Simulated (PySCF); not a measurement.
## Electric properties by functional and basis

3-bromofuran, C4H3BrO.
InChI=1S/C4H3BrO/c5-4-1-2-6-3-4/h1-3H

PySCF, dipoles from the SCF density, polarisabilities from static response with core orbitals frozen. Geometry: PBE0-D3(BJ)/def2-SVP; no solvent, vibrations or thermal averaging. The LDA/def2-SVPD calculation is non-relativistic and has no spin–orbit coupling, an omission that weighs most on bromine.

The anisotropy is √(½[(α1 − α2)² + (α2 − α3)² + (α3 − α1)²]).

```json
{"level": "LDA/def2-SVPD", "μ (D)": "1.055", "α (Å³)": "10.42", "anisotropy (Å³)": "5.82"}
{"level": "PBE/def2-SVPD", "μ (D)": "1.075", "α (Å³)": "10.40", "anisotropy (Å³)": "5.86"}
{"level": "B3LYP/def2-SVPD", "μ (D)": "1.069", "α (Å³)": "10.20", "anisotropy (Å³)": "5.66"}
{"level": "PBE0/def2-SVPD", "μ (D)": "1.113", "α (Å³)": "10.08", "anisotropy (Å³)": "5.57"}
{"level": "BHandHLYP/def2-SVPD", "μ (D)": "1.105", "α (Å³)": "9.90", "anisotropy (Å³)": "5.42"}
{"level": "CAM-B3LYP/def2-SVPD", "μ (D)": "1.086", "α (Å³)": "10.03", "anisotropy (Å³)": "5.48"}
{"level": "HF/def2-SVPD", "μ (D)": "1.212", "α (Å³)": "9.70", "anisotropy (Å³)": "5.15"}
{"level": "PBE0/aug-cc-pVDZ", "μ (D)": "1.148", "α (Å³)": "10.15", "anisotropy (Å³)": "5.66"}
{"level": "PBE0/def2-TZVPD", "μ (D)": "1.133", "α (Å³)": "10.29", "anisotropy (Å³)": "5.67"}
```

The dipole runs from 1.06 D (LDA/def2-SVPD) to 1.21 D (HF/def2-SVPD). No reference polarisability is at hand; against PBE0 in the largest diffuse basis at hand (def2-TZVPD) the other PBE0 rows deviate by def2-SVPD -2%, aug-cc-pVDZ -1%. In one basis (def2-SVPD) the functionals order the polarisability from HF (lowest) to LDA (highest), a spread of 7%.
